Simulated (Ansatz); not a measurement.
`O[SiH](Cl)Br` → HCl + `O[Si]Br`  (silylene formation by 1,1-elimination)

Isolated molecules relaxed with PBE0-D4/def2-TZVP in Ansatz; ΔE leaves out vibrations. CCSD(T)/CBS is the MP2 limit (def2-TZVPP, def2-QZVPP) plus CCSD(T) − MP2 in def2-TZVPP, frozen cores. This one scheme is used for every species. DFT in def2-TZVPP. For Br outer-core shells are correlated without core-valence functions, which leaves a few kJ/mol of doubt a bond. Scalar relativity is left out up to krypton. One conformer a species, not always the lowest.

```tsv
species	BLYP energy (Eh)
`O[SiH](Cl)Br`	-3400.49204
HCl	-460.81404
`O[Si]Br`	-2939.60725
```

(1) Work out ΔE.

(2) What do rigid-rotor, harmonic-oscillator terms from PBE0-D4/def2-TZVP frequencies (298.15 K, 1 bar) make of the CCSD(T)/CBS value? (Estimate.)

Largest T1 diagnostic among the species: 0.012.

## Answers

(1) ΔE = (-460.81404) + (-2939.60725) − (-3400.49204) = 0.07075 Eh = +185.8 kJ/mol. CCSD(T)/CBS gives +235.0 kJ/mol.

(2) Computed: ΔZPE = -11.1 kJ/mol, ΔH = +228.2 kJ/mol, ΔS = 145 J/(mol·K), ΔG = +184.8 kJ/mol.

From r2SCAN to r2SCAN0 (25 % exact exchange), in def2-TZVPP and without D4, ΔE moves by +7.2 kJ/mol. At CCSD(T), def2-SVP lies −23.5 kJ/mol from the extrapolated value and def2-TZVPP −8.6 kJ/mol. The D4 term adds +12.6 kJ/mol with B3LYP and +6.7 kJ/mol with PBE0; it sums over pairs of atoms, weighted by their polarisabilities, and B3LYP, whose exchange is more repulsive, gets the larger term.

B3LYP here is the variant with VWN-RPA as its local correlation; programs differ in this.
